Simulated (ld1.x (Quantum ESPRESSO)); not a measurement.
S: excitation energies, all-electron against TM semilocal

S (Z = 16), norm-conserving Troullier–Martins (semilocal form), made with ld1.x (Quantum ESPRESSO) 7.5 (LDA (PZ), non-relativistic). Core [Ne], reference 3s2 3p4. Waves: 3p (bound): rc 1.15 bohr; 3s (bound): rc 1.10 bohr. Local part: the s channel. Core correction: a·sin(br)/r model core inside 0.85 bohr.

Energies are relative to the spin-unpolarised reference configuration 3s2 3p4; without spin polarisation the order of configurations can differ from experiment. Spin-polarised rows fill each open shell by Hund’s rule, majority spin first. The frozen-core shift is the all-electron ΔE with the core orbitals held at their reference shape minus the fully relaxed ΔE.

| valence configuration | charge | ΔE all-electron (eV) | error AE − PS (meV) | frozen-core shift (meV) |
| --- | --- | --- | --- | --- |
| 3s2 3p2 | +2 | 34.262 | +31 | +9.5 |
| 3s2 3p1 | +3 | 68.428 | +92 | +41 |
| 3s2 3p4.3 | -0.3 | -1.745 | +0.2 | 0.0 |
| 3s2 3p3.5 | +0.5 | 4.715 | +1.0 | +0.1 |
| 3s0 3p6 | 0 | 20.342 | +6.2 | +1.0 |
| 3s2 3p4 (spin-polarised) | 0 | -0.706 | +3.6 | +0.7 |
| 3s2 3p3 (spin-polarised) | +1 | 9.912 | +13 | +3.4 |

Question: What are ΔE and the potential's error for 3s2 3p3?

Answer: ΔE = 11.876 eV all-electron; the error (AE − PS) is +5.2 meV.

Question: What are ΔE and the potential's error for 3s1 3p5?

Answer: ΔE = 10.110 eV all-electron; the error (AE − PS) is +1.5 meV.

Levels in the configuration 3s2 3p1:

| level | all-electron (eV) | pseudo (eV) |
| --- | --- | --- |
| 3s | -52.123 | -52.031 |
| 3p | -40.421 | -40.339 |
